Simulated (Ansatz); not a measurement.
`C[Si](F)(F)[SiH3]` and `O[Si](F)(F)[SiH3]` differ in one atom or group.

Ansatz, PBE0-D4/def2-TZVP geometries, multiplicity 1. Each molecule was computed in one conformer, which needn't be the lowest.

```csv
property,`C[Si](F)(F)[SiH3]`
LUMO energy (PBE0/def2-TZVPP) / eV,-0.04
"ideal-gas entropy at 298 K and 1 bar (rigid rotor, harmonic PBE0-D4/def2-TZVP) / J/(mol·K)",370
HOMO energy (B3LYP/def2-TZVPP) / eV,-8.09
HOMO–LUMO gap (PBE/def2-TZVPP) / eV,6.16
size of the dipole moment (PBE/def2-TZVPP) / D,1.92
zero-point energy (PBE0-D4/def2-TZVP) / kJ/mol,178.0
```

**Question.** What does the change do to each property? (Estimate.)

**Answer.** Computed: 
```tsv
property	`O[Si](F)(F)[SiH3]`	shift
LUMO energy (PBE0/def2-TZVPP) / eV	-0.01	0.03
ideal-gas entropy at 298 K and 1 bar (rigid rotor, harmonic PBE0-D4/def2-TZVP) / J/(mol·K)	361	-9
HOMO energy (B3LYP/def2-TZVPP) / eV	-8.84	-0.75
HOMO–LUMO gap (PBE/def2-TZVPP) / eV	6.87	0.71
size of the dipole moment (PBE/def2-TZVPP) / D	1.02	-0.90
zero-point energy (PBE0-D4/def2-TZVP) / kJ/mol	119.2	-58.8
```

The zero-point energy changes by -58.8 kJ/mol with -6 modes. Dipoles are sizes alone; their direction can turn.

B3LYP here is the variant with VWN-RPA as its local correlation; programs differ in this.
